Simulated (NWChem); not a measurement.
System: C2H7AlS; SMILES [CH3][AlH][S]C

Input file for NWChem:

```
start job
memory heap 200 mb stack 900 mb global 1100 mb
geometry units angstroms noautosym nocenter noautoz
  Al    -0.517036     0.871858    -0.094184
  H     -2.066599     0.656374    -0.388008
  C      0.367212     2.619783     0.003240
  H     -0.084791     3.243777     0.785639
  H      0.253330     3.168936    -0.940840
  H      1.438879     2.542279     0.216472
  S      0.670752    -0.946897     0.216807
  C     -0.564023    -2.313959     0.034183
  H     -1.565201    -1.931569    -0.177713
  H     -0.587718    -2.889009     0.962244
  H     -0.246684    -2.963815    -0.784060
end
basis spherical
  Al library def2-svp
  H library def2-svp
  C library def2-svp
  S library def2-svp
end
dft
  xc b3lyp
  iterations 150
end
property
  response 1 0.0773
end
task dft property
```

All runs use the structure optimised with B3LYP/6-31G* (spherical d). B3LYP is NWChem's, with the RPA form of VWN correlation.

Field at 589 nm.

What results follow from this input? (B3LYP/def2-SVP.) Quantities: isotropic polarisability (bohr³); anisotropy (bohr³).

The isotropic polarisability (bohr³) is 67.4. The anisotropy (bohr³) is 38.9.
